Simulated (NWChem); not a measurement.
Species: SnNH2Cl, singlet; SMILES [NH2][Sn][Cl]

```xyz
5

Sn    -0.3480    -0.4701     0.0000
Cl     0.1017     1.8967     0.0000
N      1.6178    -0.9443     0.0000
H      1.9943    -1.8874     0.0000
H      2.3529    -0.2418     0.0000
```
Atoms are numbered in this order, from 1.

All runs: NWChem. Low-valent species are run as closed-shell singlets; no triplet was tried in these runs. The geometry was optimised at PBE0/def2-SVP. No frequency run checked for a minimum. def2 effective core potentials on Sn; no spin-orbit coupling. B3LYP is NWChem's, with the RPA form of VWN correlation. Ions are spin-unrestricted doublets at the neutral geometry; other ion states weren't tried.

For level PBE/def2-SVP:

- −ε(HOMO) (eV): 6.06

### Question
What are these values for level B3LYP/def2-SVP?

### Answer
* **−ε(HOMO) (eV)**: 7.08
